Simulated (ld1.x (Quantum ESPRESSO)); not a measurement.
## Building the ultrasoft potential for V (LDA (PZ), non-relativistic).

The input file (ld1.x (Quantum ESPRESSO) 7.5):

```
&input
   title='V', zed=23., rel=0, dft='PZ', iswitch=3,
   config='[Ar] 3d3 4s1 4p0',
   nld=3, rlderiv=3.25, eminld=-3.0, emaxld=5.0, deld=0.02
 /
 &inputp
   pseudotype=3, tm=.true., lloc=-1, rcloc=1.40,
   nlcc=.false.,
   file_pseudopw='V.UPF', file_wfcaegen='ae.wfc', file_wfcncgen='nc.wfc', file_beta='beta', file_chi='chi', file_wfcusgen='us.wfc'
 /
6
4S  1  0   1.00   0.00  1.55  2.05  0.0
4S  1  0   0.00   1.25  1.55  2.05  0.0
4P  2  1   0.00   0.00  2.45  3.00  0.0
4P  2  1   0.00   0.90  2.45  3.00  0.0
3D  3  2   3.00   0.00  1.00  1.25  0.0
3D  3  2   0.00   2.55  1.00  1.25  0.0
 &test
   configts(1)='3d3 4s1 4p0'
 /
```

Command:

```bash
ld1.x < V.in > V.out
```

Output (shortened: banner, matrices, multipoles, cross overlaps and the repeated all-electron block are left out):

```
[... start of the log left out ...]
       Warning: n=3, l=2 expected 0 nodes, found 1
       Setting wfc to zero for this iteration
       (This warning will only be printed once per wavefunction)

       Zero norm: self consistency problem; state:  1 (l=  2, j=0.0)
       Zero norm: self consistency problem; state:  2 (l=  0, j=0.0)
       Zero norm: self consistency problem; state:  1 (l=  2, j=0.0)
       Zero norm: self consistency problem; state:  2 (l=  0, j=0.0)
       Zero norm: self consistency problem; state:  2 (l=  0, j=0.0)
       Zero norm: self consistency problem; state:  2 (l=  0, j=0.0)
       Zero norm: self consistency problem; state:  2 (l=  0, j=0.0)
       Zero norm: self consistency problem; state:  2 (l=  0, j=0.0)
       Zero norm: self consistency problem; state:  2 (l=  0, j=0.0)
       Zero norm: self consistency problem; state:  2 (l=  0, j=0.0)
       Zero norm: self consistency problem; state:  2 (l=  0, j=0.0)
       Zero norm: self consistency problem; state:  2 (l=  0, j=0.0)
       Zero norm: self consistency problem; state:  2 (l=  0, j=0.0)
       Zero norm: self consistency problem; state:  2 (l=  0, j=0.0)
       Zero norm: self consistency problem; state:  2 (l=  0, j=0.0)
       Zero norm: self consistency problem; state:  2 (l=  0, j=0.0)
       Zero norm: self consistency problem; state:  2 (l=  0, j=0.0)
       Zero norm: self consistency problem; state:  2 (l=  0, j=0.0)
       Zero norm: self consistency problem; state:  2 (l=  0, j=0.0)
       Zero norm: self consistency problem; state:  2 (l=  0, j=0.0)
       Zero norm: self consistency problem; state:  2 (l=  0, j=0.0)
       Zero norm: self consistency problem; state:  2 (l=  0, j=0.0)
       Zero norm: self consistency problem; state:  2 (l=  0, j=0.0)
       Zero norm: self consistency problem; state:  2 (l=  0, j=0.0)
       Zero norm: self consistency problem; state:  2 (l=  0, j=0.0)

 %%%%%%%%%%%%%%%%%%%%%%%%%%%%%%%%%%%%%%%%%%%%%%%%%%%%%%%%%%%%%%%%%%%%%%%%%%%%%%
     Error in routine run_pseudo (1):
     Errors in PS-KS equation
 %%%%%%%%%%%%%%%%%%%%%%%%%%%%%%%%%%%%%%%%%%%%%%%%%%%%%%%%%%%%%%%%%%%%%%%%%%%%%%

     stopping ...
```

The run stopped because the pseudo-atom solver did not find the valence states with the expected number of nodes, which is the usual sign of a ghost state.

The run took about 0.58 s on one core of a shared server CPU.
